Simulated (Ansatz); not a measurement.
Consider the redistribution: `[SiH3][SnH3]` + `F[Si]Cl` → `[SiH3][SnH2][Cl]` + `F[SiH]`.

Isolated molecules relaxed with PBE0-D4/def2-TZVP in Ansatz; ΔE leaves out vibrations. CCSD(T)/CBS is the MP2 limit (def2-TZVPP, def2-QZVPP) plus CCSD(T) − MP2 in def2-TZVPP, frozen cores. This one scheme is used for every species. Functionals use def2-TZVPP. B3LYP here is the variant with VWN-RPA as its local correlation; programs differ in this. HSE06 is defined as in plane-wave codes. def2 core potentials past Kr. For Sn outer-core shells are correlated without core-valence functions, which leaves a few kJ/mol of doubt a bond.

```json
{"level": "LDA (SPW92)", "ΔE (kJ/mol)": "93.0", "difference from CCSD(T)/CBS": "26.7"}
{"level": "PBE-D4", "ΔE (kJ/mol)": "79.5", "difference from CCSD(T)/CBS": "13.2"}
{"level": "revPBE-D4", "ΔE (kJ/mol)": "77.5", "difference from CCSD(T)/CBS": "11.2"}
{"level": "BLYP-D4", "ΔE (kJ/mol)": "73.2", "difference from CCSD(T)/CBS": "6.9"}
{"level": "r2SCAN-D4", "ΔE (kJ/mol)": "78.6", "difference from CCSD(T)/CBS": "12.3"}
{"level": "B97M-V", "ΔE (kJ/mol)": "75.1", "difference from CCSD(T)/CBS": "8.8"}
{"level": "PBE0-D4", "ΔE (kJ/mol)": "75.3", "difference from CCSD(T)/CBS": "9.0"}
{"level": "B3LYP-D4", "ΔE (kJ/mol)": "70.8", "difference from CCSD(T)/CBS": "4.5"}
{"level": "r2SCANh-D4", "ΔE (kJ/mol)": "77.7", "difference from CCSD(T)/CBS": "11.4"}
{"level": "r2SCAN0-D4", "ΔE (kJ/mol)": "76.3", "difference from CCSD(T)/CBS": "10.0"}
{"level": "HSE06-D4", "ΔE (kJ/mol)": "75.3", "difference from CCSD(T)/CBS": "9.0"}
{"level": "BHLYP-D4", "ΔE (kJ/mol)": "65.0", "difference from CCSD(T)/CBS": "-1.3"}
{"level": "CAM-B3LYP-D4", "ΔE (kJ/mol)": "72.1", "difference from CCSD(T)/CBS": "5.8"}
{"level": "ωB97X-V", "ΔE (kJ/mol)": "69.6", "difference from CCSD(T)/CBS": "3.3"}
{"level": "ωB97M-V", "ΔE (kJ/mol)": "76.2", "difference from CCSD(T)/CBS": "9.9"}
{"level": "B2PLYP", "ΔE (kJ/mol)": "72.3", "difference from CCSD(T)/CBS": "6.0"}
{"level": "PBE-QIDH", "ΔE (kJ/mol)": "73.8", "difference from CCSD(T)/CBS": "7.5"}
{"level": "PBE", "ΔE (kJ/mol)": "80.2", "difference from CCSD(T)/CBS": "13.9"}
{"level": "revPBE", "ΔE (kJ/mol)": "76.5", "difference from CCSD(T)/CBS": "10.2"}
{"level": "r2SCAN", "ΔE (kJ/mol)": "79.0", "difference from CCSD(T)/CBS": "12.7"}
{"level": "PBE0", "ΔE (kJ/mol)": "76.2", "difference from CCSD(T)/CBS": "9.9"}
{"level": "r2SCANh", "ΔE (kJ/mol)": "78.1", "difference from CCSD(T)/CBS": "11.8"}
{"level": "r2SCAN0", "ΔE (kJ/mol)": "76.8", "difference from CCSD(T)/CBS": "10.5"}
{"level": "BHLYP", "ΔE (kJ/mol)": "67.0", "difference from CCSD(T)/CBS": "0.7"}
{"level": "CAM-B3LYP", "ΔE (kJ/mol)": "73.1", "difference from CCSD(T)/CBS": "6.8"}
{"level": "LC-ωPBE", "ΔE (kJ/mol)": "73.7", "difference from CCSD(T)/CBS": "7.4"}
{"level": "RPA@PBE/def2-TZVPP", "ΔE (kJ/mol)": "66.5", "difference from CCSD(T)/CBS": "0.2"}
{"level": "HF/def2-SVP", "ΔE (kJ/mol)": "50.1", "difference from CCSD(T)/CBS": "-16.2"}
{"level": "MP2/def2-SVP", "ΔE (kJ/mol)": "68.7", "difference from CCSD(T)/CBS": "2.4"}
{"level": "CCSD/def2-SVP", "ΔE (kJ/mol)": "63.6", "difference from CCSD(T)/CBS": "-2.7"}
{"level": "CCSD(T)/def2-SVP", "ΔE (kJ/mol)": "66.5", "difference from CCSD(T)/CBS": "0.2"}
{"level": "HF/def2-TZVPP", "ΔE (kJ/mol)": "53.4", "difference from CCSD(T)/CBS": "-12.9"}
{"level": "MP2/def2-TZVPP", "ΔE (kJ/mol)": "74.3", "difference from CCSD(T)/CBS": "8.0"}
{"level": "SCS-MP2/def2-TZVPP", "ΔE (kJ/mol)": "68.0", "difference from CCSD(T)/CBS": "1.7"}
{"level": "CCSD/def2-TZVPP", "ΔE (kJ/mol)": "68.4", "difference from CCSD(T)/CBS": "2.1"}
{"level": "CCSD(T)/def2-TZVPP", "ΔE (kJ/mol)": "71.8", "difference from CCSD(T)/CBS": "5.5"}
{"level": "HF/def2-QZVPP", "ΔE (kJ/mol)": "52.1", "difference from CCSD(T)/CBS": "-14.2"}
{"level": "MP2/def2-QZVPP", "ΔE (kJ/mol)": "70.7", "difference from CCSD(T)/CBS": "4.4"}
{"level": "MP2/CBS(def2)", "ΔE (kJ/mol)": "68.8", "difference from CCSD(T)/CBS": "2.5"}
{"level": "CCSD/CBS(def2)", "ΔE (kJ/mol)": "62.9", "difference from CCSD(T)/CBS": "-3.4"}
{"level": "CCSD(T)/CBS", "ΔE (kJ/mol)": "66.3", "difference from CCSD(T)/CBS": "0"}
```

Task: What do rigid-rotor, harmonic-oscillator terms from PBE0-D4/def2-TZVP frequencies (298.15 K, 1 bar) make of the CCSD(T)/CBS value? (An estimate is asked.)

Result: Computed: ΔZPE = -0.9 kJ/mol, ΔH = +66.3 kJ/mol, ΔS = 9 J/(mol·K), ΔG = +63.6 kJ/mol.

Largest T1 diagnostic among the species: 0.015.

From PBE to PBE0 (25 % exact exchange), in def2-TZVPP and without D4, ΔE moves by −4.0 kJ/mol. Leaving LDA and LC-ωPBE aside and taking each functional with its dispersion term where it has one, the values spread over 14.4 kJ/mol, from BHLYP-D4 to PBE-D4. LDA lies +12.8 kJ/mol from PBE without D4. In def2-TZVPP, CCSD(T) changes the Hartree–Fock value by +18.4 kJ/mol (the triples alone add +3.3 kJ/mol) and MP2 by +20.9 kJ/mol.
